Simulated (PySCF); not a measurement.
Species: C2H7BN2O.
Numbering: `[CH3:1][B:2]([NH2:3])[NH:4][CH:5]=[O:6]` (hydrogens: H7, H8, H9 on C1; H10, H11 on N3; H12 on N4; H13 on C5)

A GFN2-xTB structure with every atom displaced at random (by about 0.01 Å) was refined with PySCF, PBE0-D3(BJ)/def2-SVP geometry optimisation, gas phase. Values at the start:

| coordinate | start |
| --- | --- |
| C1–B2 | 1.574 Å |
| C1–H7 | 1.080 Å |
| B2–N3 | 1.379 Å |
| B2–N4 | 1.491 Å |
| N3–H10 | 0.990 Å |
| N4–C5 | 1.312 Å |
| N4–H12 | 1.012 Å |
| C5=O6 | 1.220 Å |
| C5–H13 | 1.080 Å |
| C1–B2–N3 | 124.3° |
| C1–B2–N4 | 117.5° |
| B2–N4–C5 | 127.9° |
| N3–B2–N4 | 118.3° |
| N4–C5–O6 | 126.2° |

**Question.** How do these coordinates change at the PBE0-D3(BJ)/def2-SVP level?

**Answer.** 
| coordinate | PBE0-D3(BJ)/def2-SVP (Å or °) | change |
| --- | --- | --- |
| N4–C5 | 1.362 | +0.050 |
| C5–H13 | 1.118 | +0.038 |
| C1–H7 | 1.103 | +0.023 |
| B2–N4 | 1.469 | -0.022 |
| N3–H10 | 1.009 | +0.019 |
| B2–N3 | 1.393 | +0.014 |
| C5=O6 | 1.212 | -0.008 |
| C1–B2 | 1.579 | +0.005 |
| N4–H12 | 1.013 | +0.001 |
| B2–N4–C5 | 127.1 | -0.8 |
| C1–B2–N3 | 123.7 | -0.6 |
| N4–C5–O6 | 125.7 | -0.5 |
| N3–B2–N4 | 118.6 | +0.3 |
| C1–B2–N4 | 117.6 | +0.1 |

The energy falls by 13.8 kJ/mol over 9 energy and gradient evaluations, the largest force component goes from 0.0590 to 2.0e-04 Eh/bohr, and the atoms move by 0.027 Å rms after alignment. The bond that changes most is N4–C5 (amide nitrogen to amide carbonyl carbon), which lengthens by 0.050 Å. Bonds longer at the end by more than 0.005 Å: 7 of 12; shorter: 4. Rotational constants go from 7335, 2455, 1861 to 7302, 2433, 1846 MHz.

The run used 119 basis functions and 59 SCF cycles in all. The run took 46 s of wall time on Arm Neoverse V1, one thread, no GPU, on a shared host, and the process peaked at 0.51 GiB of memory.

PBE0-D3(BJ)/def2-SVP frequencies: not computed here. The numbers are those of one conformer.

The values belong to the conformer `[CH3:1][B:2]([NH2:3])[NH:4][CH:5]=[O:6]`: C1–B2–N4–C5 180°, B2–N4–C5–O6 0°, H–N3–B2–C1 0°, H–N3–B2–C1 180°.
